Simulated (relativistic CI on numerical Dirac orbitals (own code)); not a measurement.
## Ti II: calculation against measurement

Method of calculation: Dirac-Coulomb-Breit CI, separate exchange-only KLI orbitals for each configuration, model QED (radiative potential, 1s self-energy scaled to tabulated hydrogen-like ionisation energies), valence Slater integrals scaled by 0.85, P86 correlation energy added to each configuration (own radial code, finite nucleus).

CI space (outside the closed core [Ar]): 3d²4s, 3d³, 3d4s², 3d²4p, 3d²4d, 3d²4f, 3d4s4p, 3d²5s, 4s4p², 3d4p², 3d²5p, 3d4s5p, 3d²6s, 3d²5d, 4s²4p, 3d²6p. Levels of other configurations are missing.

```tsv
Configuration	Term (tabulated)	J	Measured (cm⁻¹)	Computed	Error	Purity (%)
3d²4s	a 4F	3/2	0.0	0	0	100
3d²4s	a 4F	5/2	94.1	84	-10	100
3d²4s	a 4F	7/2	225.7	201	-24	100
3d²4s	a 4F	9/2	393.4	351	-42	100
3d³	b 4F	3/2	908.0	1803	895	100
3d³	b 4F	5/2	983.9	1862	878	100
3d³	b 4F	7/2	1087.3	1942	854	100
3d³	b 4F	9/2	1215.8	2041	826	99
3d²4s	a 2F	5/2	4628.6	5083	454	97
3d²4s	a 2F	7/2	4897.6	5327	430	97
3d²4s	a 2D	3/2	8710.4	9449	739	83
3d²4s	a 2D	5/2	8744.2	9464	719	83
3d³	a 2G	7/2	8997.7	10751	1754	90
3d³	a 2G	9/2	9118.3	10843	1725	89
3d³	a 4P	1/2	9363.6	11290	1926	96
3d³	a 4P	3/2	9395.7	11350	1954	91
3d³	a 4P	5/2	9518.1	11391	1873	99
3d³	a 2P	1/2	9850.9	10917	1066	58
3d²4s	b 4P	1/2	9872.7	10501	628	99
3d²4s	b 4P	3/2	9930.7	10550	620	98
3d²4s	b 4P	5/2	10024.7	10634	610	98
3d³	b 2D	3/2	12628.7	15674	3045	82
3d³	a 2H	9/2	12677.0	14506	1829	100
3d³	b 2D	5/2	12758.1	15786	3028	83
3d³	a 2H	11/2	12774.7	14587	1812	100
3d²4s	b 2G	9/2	15257.4	15947	690	89
3d²4s	b 2G	7/2	15265.6	15949	684	89
3d²4s	b 2P	1/2	16515.9	18951	2435	58
3d²4s	b 2P	3/2	16625.1	19045	2420	58
3d³	b 2F	7/2	20891.7	23818	2927	98
3d³	b 2F	5/2	20951.6	23870	2918	98
3d4s²	c 2D	3/2	24961.0	25548	587	81
3d4s²	c 2D	5/2	25192.8	25818	625	80
3d²4p	z 4G°	5/2	29544.4	28296	-1248	99
3d²4p	z 4G°	7/2	29734.5	28459	-1276	99
3d²4p	z 4G°	9/2	29968.3	28661	-1307	100
3d²4p	z 4G°	11/2	30240.9	28899	-1342	100
3d²4p	z 4F°	3/2	30836.3	29517	-1319	98
3d²4p	z 4F°	5/2	30958.5	29621	-1338	99
3d²4p	z 4F°	7/2	31113.7	29757	-1357	99
3d²4p	z 2F°	5/2	31207.4	30240	-967	92
3d²4p	z 4F°	9/2	31301.0	29923	-1378	99
3d²4p	z 2F°	7/2	31490.8	30499	-992	96
3d²4p	z 2D°	3/2	31756.5	30664	-1093	92
3d²4s	a 2S	1/2	31787.8	34567	2780	99
3d²4p	z 2D°	5/2	32025.5	30906	-1120	82
3d²4p	z 4D°	1/2	32532.2	31183	-1349	98
3d²4p	z 4D°	3/2	32602.5	31254	-1348	94
3d²4p	z 4D°	5/2	32698.0	31352	-1346	87
3d²4p	z 4D°	7/2	32767.1	31408	-1359	96
3d²4p	z 2G°	7/2	34543.3	33932	-611	99
3d²4p	z 2G°	9/2	34748.4	34123	-625	99
```

Measured levels from NIST Handbook of Basic Atomic Spectroscopic Data (Sansonetti and Martin, J. Phys. Chem. Ref. Data 34, 1559 (2005)); pairs were made by configuration, J and term (by order where the table uses no LS term), so strongly mixed levels may be paired wrongly.

Mean error by configuration (cm⁻¹): 3d²4s 875; 3d³ 1832; 3d4s² 606; 3d²4p -1187. Over the excited levels the mean absolute error is 1278 cm⁻¹ (51 of the 52 excited levels that our extract of the source holds in range could be paired, and the others can miss by more), and the median relative error of those above 1,000 cm⁻¹ is 6.2 %.

Transition probabilities of persistent lines. The last column rescales the computed rate by the cube of measured over computed energy:

| λ measured (Å) | Lower | Upper | A tabulated (s⁻¹) | A computed | A rescaled |
| --- | --- | --- | --- | --- | --- |
| 3078.65 air | 3d²4s a 4F7/2 | 3d²4p z 4D°5/2 | 1.34e+08 | 1.37e+08 | 1.56e+08 |
| 3088.04 air | 3d²4s a 4F9/2 | 3d²4p z 4D°7/2 | 1.50e+08 | 1.64e+08 | 1.86e+08 |
| 3234.51 air | 3d²4s a 4F9/2 | 3d²4p z 4F°9/2 | 1.71e+08 | 1.76e+08 | 2.01e+08 |
| 3236.58 air | 3d²4s a 4F7/2 | 3d²4p z 4F°7/2 | 1.37e+08 | 1.42e+08 | 1.62e+08 |
| 3239.04 air | 3d²4s a 4F5/2 | 3d²4p z 4F°5/2 | 1.26e+08 | 1.27e+08 | 1.45e+08 |
| 3349.41 air | 3d²4s a 4F9/2 | 3d²4p z 4G°11/2 | 1.68e+08 | 1.83e+08 | 2.09e+08 |
| 3361.23 air | 3d²4s a 4F7/2 | 3d²4p z 4G°9/2 | 1.58e+08 | 1.62e+08 | 1.85e+08 |
| 3372.80 air | 3d²4s a 4F5/2 | 3d²4p z 4G°7/2 | 1.41e+08 | 1.50e+08 | 1.71e+08 |
| 3383.77 air | 3d²4s a 4F3/2 | 3d²4p z 4G°5/2 | 1.39e+08 | 1.48e+08 | 1.69e+08 |
| 3759.30 air | 3d²4s a 2F7/2 | 3d²4p z 2F°7/2 | 9.40e+07 | 1.11e+08 | 1.31e+08 |
| 3761.33 air | 3d²4s a 2F5/2 | 3d²4p z 2F°5/2 | 9.90e+07 | 1.15e+08 | 1.36e+08 |
